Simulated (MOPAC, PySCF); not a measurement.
System: Si$_{2}$H$_{3}$ (charge +1, singlet). SMILES of the parent species: [SiH3][Si]
Structure (B3LYP-D3(BJ)/def2-TZVP (Ansatz) minimum search):
```xyz
5

Si     1.3569    -0.0015    -0.0415
Si    -1.0518     0.0011     0.0322
H     -1.4316     1.4029    -0.2563
H     -1.3828    -0.4394     1.4065
H     -1.4576    -0.9589    -1.0196
```
Charge +1, spin multiplicity 1.

Unscaled harmonic wavenumbers (cm⁻¹) in rising order, each level at the stationary point that it reaches from this structure (no distance between atoms moves by over 0.3 Å); the order of modes can differ between levels, and a negative number is imaginary. B3LYP-D3(BJ)/def2-TZVP (PySCF, at the structure above): 264, 264, 375, 797, 898, 898, 2207, 2238, 2238.

PM3 (MOPAC): -89, -89, 384, 698, 840, 840, 1839, 1839, 1872. Zero-point energy 11.9 against 14.5 kcal/mol; where all levels lie over 400 cm⁻¹, the wavenumbers are on average 0.873 times those of B3LYP-D3(BJ)/def2-TZVP. This level finds the structure a saddle point. The zero-point energy leaves imaginary modes out.

PM6 (MOPAC): -434, -434, 330, 770, 808, 808, 2031, 2080, 2080. Zero-point energy 12.7 against 14.5 kcal/mol; where all levels lie over 400 cm⁻¹, the wavenumbers are on average 0.924 times those of B3LYP-D3(BJ)/def2-TZVP. This level finds the structure a saddle point. The zero-point energy leaves imaginary modes out.
